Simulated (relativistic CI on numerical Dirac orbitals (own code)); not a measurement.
## Magnetism of Ag3+, 4d8, in a crystal field

Calculated by Dirac-Coulomb-Breit CI, separate exchange-only KLI orbitals for each configuration, model QED, valence Slater integrals scaled by 0.9, one configuration in a parametric crystal field (own radial code). With so little scaling, terms lie 10 to 35 % too far apart, which can change the order of excited levels.

Field parameters in Wybourne normalisation: Oh B⁴₀ = 21Dq, B⁴₄ = √(5/14) B⁴₀. The field is a parameter set, without covalency.

S is read from ⟨S²⟩ = S(S + 1).

Powder χT (cm³ K mol⁻¹) by Van Vleck's formula, with temperature-independent terms:

```tsv
Field	2 K	5 K	10 K	20 K	50 K	100 K	200 K	300 K
Oh, 10Dq = 6000 cm⁻¹	2.03	2.03	2.03	2.04	2.05	2.06	2.1	2.13
Oh, 10Dq = 15550 cm⁻¹	1.48	1.48	1.48	1.48	1.48	1.49	1.5	1.52
Oh, 10Dq = 20350 cm⁻¹	1.37	1.37	1.37	1.37	1.37	1.38	1.39	1.4
Oh, 10Dq = 25100 cm⁻¹	1.3	1.3	1.3	1.3	1.31	1.31	1.32	1.33
Oh, 10Dq = 29900 cm⁻¹	1.25	1.26	1.26	1.26	1.26	1.26	1.27	1.28
Oh, 10Dq = 34700 cm⁻¹	1.22	1.22	1.22	1.22	1.22	1.23	1.23	1.24
Oh, 10Dq = 39500 cm⁻¹	1.19	1.19	1.19	1.2	1.2	1.2	1.2	1.21
Oh, 10Dq = 44250 cm⁻¹	1.17	1.17	1.17	1.17	1.18	1.18	1.18	1.19
```

Question: For Oh, 10Dq = 25100 cm⁻¹: what effective moment follows at 300 K?

Answer: μ_eff = √(8χT) = 3.26 μB. The ground level has S = 1.00; the spin-only moment for S = 1 is 2.83 μB. The difference comes from the orbital moment, spin-orbit mixing of terms and temperature-independent paramagnetism, all larger in this ionic model than in covalent complexes.
